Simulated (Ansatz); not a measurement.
Two structures of HfSiN$_{2}$H$_{10}$O$_{4}$, closed shell, reached by relaxing down either side of one saddle point (PBE0-D4/def2-TZVP). Energies are electronic, without zero-point energy. Computed with Ansatz 0.2.0 (basis: def2-TZVPP and def2-QZVPP); correlated methods freeze the cores. Core potentials replace the inner electrons of the atoms past krypton. Extrapolation: Hartree–Fock as exp(−7.88 √X), correlation as X^−2.97. First:

```
atom    x (Å)    y (Å)    z (Å)
 Si1  -1.0164   0.0675  -1.3851
  N2  -0.3964   0.5240  -2.9993
  N3  -1.3590  -0.3902   0.5203
  H4   1.2163   0.5259  -1.3735
  O5   0.5933   0.2582  -0.6894
 Hf6   0.6987  -0.1465   1.4498
  O7   0.0608   1.1533   2.7481
  O8   2.5913   0.2711   1.3000
  O9   0.7036  -1.9674   2.1340
 H10  -1.4142  -1.3275  -1.7490
 H11  -1.9421   1.2315  -1.2285
 H12  -0.3745  -0.1819  -3.7192
 H13  -0.7007   1.3994  -3.3972
 H14  -2.0469   0.2262   0.9401
 H15  -1.7193  -1.3328   0.6251
 H16   0.3824   1.7866   3.3839
 H17   3.4303   0.5144   0.9232
 H18   1.2927  -2.6118   2.5167
```

Second:

```
18
angstrom
Si -1.0106 -0.0143 -0.9728
N -0.2211 0.5753 -3.0808
N -1.4918 -0.4581 0.7337
H 0.7518 0.7245 -2.8381
O 0.5592 0.2303 -0.5772
Hf 0.7894 -0.1209 1.4125
O -0.0096 1.2214 2.6258
O 2.6872 0.2330 1.6035
O 0.6593 -2.0115 1.9796
H -1.3847 -1.2611 -1.6893
H -1.8866 1.1642 -1.1991
H -0.2751 -0.1462 -3.7893
H -0.5974 1.4324 -3.4670
H -2.1197 0.1689 1.2196
H -1.7909 -1.4099 0.9019
H 0.4063 1.8268 3.2364
H 3.6138 0.4348 1.5455
H 1.3204 -2.5896 2.3551
```

Question: Which bonds change from the first to the second?

Answer: HfSiN₂H₁₀O₄ ([NH2][SiH2]1[NH2][Hf]([OH])([OH])([OH])[OH]1) → HfSiNH₇O₄ ([OH][Hf]1([OH])([OH])[NH2][SiH2][O]1) + NH₃; bonds formed: N2–H4; bonds broken: Si1–N2, H4–O5.

Question: Give the saddle point's structure and its height above each. (Judge from chemistry; the value comes from the calculation.)

Answer: The calculation gives: 0.372 eV above the first and 1.107 eV above the second (CCSD(T) at an estimated basis limit (MP2 extrapolated from triple and quadruple zeta, plus CCSD(T) − MP2 in triple zeta)).
Si1  (-1.091, 0.019, -1.230)
N2  (-0.182, 0.545, -2.846)
N3  (-1.437, -0.427, 0.583)
H4  (0.736, 0.510, -1.771)
O5  (0.546, 0.246, -0.696)
Hf6  (0.746, -0.123, 1.377)
O7  (0.056, 1.200, 2.642)
O8  (2.643, 0.269, 1.334)
O9  (0.704, -1.966, 2.034)
H10  (-1.522, -1.303, -1.767)
H11  (-2.035, 1.172, -1.252)
H12  (-0.105, -0.141, -3.585)
H13  (-0.432, 1.435, -3.255)
H14  (-2.100, 0.185, 1.046)
H15  (-1.762, -1.376, 0.728)
H16  (0.411, 1.838, 3.255)
H17  (3.500, 0.504, 0.993)
H18  (1.323, -2.586, 2.409)
(Å)

No T1 diagnostic of these runs exceeds 0.016. The end structure is not quite a true minimum (one mode of 75i cm⁻¹).

The step is the kind of ligand exchange by which a precursor binds to a hydroxyl group, or is hydrolysed, in atomic layer deposition of oxides. Here a small cluster stands in for the surface site.

Labels in which every atom is bracketed show which atoms are joined, not bond orders.

For scale, one of the runs: CCSD(T)/def2-TZVPP, 424 basis functions, launched by `ansatz run in.yaml --threads 4 --pin off --events-out ev --progress --plain --max-ram 46080MiB --backend cuda --devices 0, --max-vram 37GiB`. Hardware: 4 CPU threads of an AMD EPYC 7R13 and a share of one NVIDIA H100, shared host. Wall time 56 s; peak host memory 0.89 GiB.
